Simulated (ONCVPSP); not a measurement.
**Scattering properties, ONCV potential for Cd (Z = 48)**

- Element: cadmium (Cd)
- Generator: ONCVPSP 4.0.1
- Type: optimised norm-conserving Vanderbilt (ONCV)
- Functional: BLYP
- Relativity: fully relativistic
- Frozen core: [Ar] 3d10
- Valence charge: 20
- Reference configuration: 4s2 4p6 4d10 5s2
- Partial waves: 4s+5s: rc 1.45 bohr, ncon 4, nbas 8, qcut 7 1/bohr, 2 projectors; 4p: rc 1.00 bohr, ncon 4, nbas 8, qcut 8 1/bohr, 3 projectors, debl 3.8 Ha; 4d: rc 1.20 bohr, ncon 4, nbas 8, qcut 7.4 1/bohr, 2 projectors, debl 1.8 Ha
- Local potential: polynomial inside 0.95 bohr (lpopt 5, dvloc0 0 Ha)
- Core correction: none

Open shells are filled in proportion to 2j + 1.

The phase is arctan(r·R′/R) of the radial function R(r), unwrapped; energies in Ha, scanned from -5 to 5 Ha. A pole is an energy at which the radial function vanishes at the test radius. The pseudo phase is shifted by a multiple of π to meet the all-electron one at the reference energy, and phase errors are pseudo minus all-electron; the curves can meet again beyond the range given. Levels narrower than the energy grid can be missing from the lists of poles.

Problem. For each channel, where are the poles, and over which energies does the pseudopotential scatter like the atom?

Solution.

```csv
channel,radius (bohr),reference energy (Ha),"poles, all-electron","poles, pseudo",unbroken range about the reference energy with phases within 0.05 rad,phase error 1 Ha above the reference energy (rad)
s,1.47,-0.21,-3.37,-3.37,below 4.8,-0.001
p3/2,1.01,-2.39,3.25,3.25,the whole range,-0.000
p1/2,1.01,-2.60,2.59,2.59,the whole range,-0.000
d5/2,1.22,-0.41,2.64,2.64,the whole range,+0.000
d3/2,1.22,-0.44,2.55,2.55,the whole range,+0.000
```

Phases in the p3/2 channel:

```json
{"E (Ha)": "-4.96", "all-electron": "0.108", "pseudo": "0.108"}
{"E (Ha)": "-4.72", "all-electron": "-0.034", "pseudo": "-0.034"}
{"E (Ha)": "-4.48", "all-electron": "-0.181", "pseudo": "-0.181"}
{"E (Ha)": "-4.24", "all-electron": "-0.327", "pseudo": "-0.327"}
{"E (Ha)": "-4.00", "all-electron": "-0.466", "pseudo": "-0.466"}
{"E (Ha)": "-3.76", "all-electron": "-0.593", "pseudo": "-0.593"}
{"E (Ha)": "-3.52", "all-electron": "-0.707", "pseudo": "-0.707"}
{"E (Ha)": "-3.28", "all-electron": "-0.808", "pseudo": "-0.808"}
{"E (Ha)": "-3.04", "all-electron": "-0.895", "pseudo": "-0.895"}
{"E (Ha)": "-2.80", "all-electron": "-0.971", "pseudo": "-0.971"}
{"E (Ha)": "-2.56", "all-electron": "-1.037", "pseudo": "-1.037"}
{"E (Ha)": "-2.32", "all-electron": "-1.094", "pseudo": "-1.094"}
{"E (Ha)": "-2.08", "all-electron": "-1.144", "pseudo": "-1.144"}
{"E (Ha)": "-1.84", "all-electron": "-1.188", "pseudo": "-1.188"}
{"E (Ha)": "-1.60", "all-electron": "-1.226", "pseudo": "-1.226"}
{"E (Ha)": "-1.36", "all-electron": "-1.261", "pseudo": "-1.261"}
{"E (Ha)": "-1.12", "all-electron": "-1.291", "pseudo": "-1.291"}
{"E (Ha)": "-0.88", "all-electron": "-1.319", "pseudo": "-1.319"}
{"E (Ha)": "-0.64", "all-electron": "-1.344", "pseudo": "-1.344"}
{"E (Ha)": "-0.40", "all-electron": "-1.367", "pseudo": "-1.367"}
{"E (Ha)": "-0.16", "all-electron": "-1.387", "pseudo": "-1.387"}
{"E (Ha)": "0.08", "all-electron": "-1.406", "pseudo": "-1.406"}
{"E (Ha)": "0.32", "all-electron": "-1.424", "pseudo": "-1.424"}
{"E (Ha)": "0.56", "all-electron": "-1.440", "pseudo": "-1.440"}
{"E (Ha)": "0.80", "all-electron": "-1.455", "pseudo": "-1.455"}
{"E (Ha)": "1.04", "all-electron": "-1.470", "pseudo": "-1.470"}
{"E (Ha)": "1.28", "all-electron": "-1.483", "pseudo": "-1.483"}
{"E (Ha)": "1.52", "all-electron": "-1.496", "pseudo": "-1.496"}
{"E (Ha)": "1.76", "all-electron": "-1.508", "pseudo": "-1.508"}
{"E (Ha)": "2.00", "all-electron": "-1.519", "pseudo": "-1.519"}
{"E (Ha)": "2.24", "all-electron": "-1.530", "pseudo": "-1.530"}
{"E (Ha)": "2.48", "all-electron": "-1.540", "pseudo": "-1.540"}
{"E (Ha)": "2.72", "all-electron": "-1.550", "pseudo": "-1.550"}
{"E (Ha)": "2.96", "all-electron": "-1.560", "pseudo": "-1.560"}
{"E (Ha)": "3.20", "all-electron": "-1.569", "pseudo": "-1.569"}
{"E (Ha)": "3.44", "all-electron": "-1.578", "pseudo": "-1.578"}
{"E (Ha)": "3.68", "all-electron": "-1.587", "pseudo": "-1.587"}
{"E (Ha)": "3.92", "all-electron": "-1.596", "pseudo": "-1.596"}
{"E (Ha)": "4.16", "all-electron": "-1.604", "pseudo": "-1.604"}
{"E (Ha)": "4.40", "all-electron": "-1.613", "pseudo": "-1.613"}
{"E (Ha)": "4.64", "all-electron": "-1.621", "pseudo": "-1.621"}
{"E (Ha)": "4.88", "all-electron": "-1.629", "pseudo": "-1.629"}
```
